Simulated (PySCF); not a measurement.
**Assignment exercise: C6H15FNPSi**

Bonds (- single, = double, # triple, : aromatic): C1-N2, N2=P3, P3-C4, P3-C5, C5-C6, C6-Si7, Si7-F8, Si7-C9, C9-C10, C10-P3. C1 carries H11, H12, H13; C4 carries H14, H15, H16; C5 carries H17, H18; C6 carries H19, H20; Si7 carries H21; C9 carries H22, H23; C10 carries H24, H25. Stereochemistry as in CN=[P@]1(C)CC[Si@H](F)CC1. H18, H20, H22, H24 are cis to F8 on the ring; H17, H19, H23, H25 are trans to F8 on the ring.

How the numbers were obtained: NMR shieldings at B97-2/pcSseg-1/GIAO, geometry: PBE0-D3(BJ)/def2-SVP, in PySCF 2.14 (one computed conformer, in vacuum, non-relativistic, one averaged value for each set of equivalent atoms).

δ = σ(ref) − σ, references computed at the same level: 13C (σref 183.69), 1H (σref 31.38) against TMS.

Problem. Assign these signals to the numbered atoms. 13C{1H} NMR (computed): δ 32.6 (CH3), 23.8 (CH2), 14.0 (CH3), 7.9 (CH2).

Solution. 
32.6 → C1, methyl carbon bonded to N: the inductive effect lowers its shielding
23.8 → C5/C10, sp3 CH2 bonded to P
14.0 → C4, methyl carbon bonded to P
7.9 → C6/C9, sp3 CH2 bonded to Si: an electropositive neighbour leaves it electron-rich and shielded

Problem. Assign these signals to the numbered atoms. 1H NMR (500 MHz, computed): δ 4.88 (m, 1H), 2.92 (m, 3H), 1.91 (m, 2H), 1.69 (m, 2H), 1.02 (m, 3H), 0.96 (m, 2H), 0.91 (m, 2H).

Solution. 
| δ (ppm) | atoms | environment | reason |
| --- | --- | --- | --- |
| 4.88 | H21 | hydrogen on a silicon bonded to 2 C, F, in a 6-membered ring | – |
| 2.92 | H11/H12/H13 | hydrogen on a methyl carbon bonded to N | its carbon carries N, hence the downfield position |
| 1.91 | H18/H24 | hydrogen on an sp3 CH2 bonded to P | – |
| 1.69 | H20/H22 | hydrogen on an sp3 CH2 bonded to Si | – |
| 1.02 | H14/H15/H16 | hydrogen on a methyl carbon bonded to P | – |
| 0.96 | H17/H25 | hydrogen on an sp3 CH2 bonded to P | – |
| 0.91 | H19/H23 | hydrogen on an sp3 CH2 bonded to Si | – |

H14/H15/H16 and H17/H25; H17/H25 and H19/H23 lie closer than the usual error of such a calculation, so a measured spectrum could show them in the other order.

Splittings by 19F and 31P in the carbon and heteronuclear signals aren't shown, as no couplings were computed. Shifts are as computed. Against solution values, carbons near 30 ppm lie about +1 ppm off and those near 130 ppm about +2 ppm. Of 1313 compounds with measured shifts, 239 miss one by over three times the rms of a fit or turn the order of signals round; such compounds aren't used in these exercises. Multiplicities follow the n + 1 count of equivalent neighbours, as no J values were calculated; m marks all less simple cases, F and P coupling included.
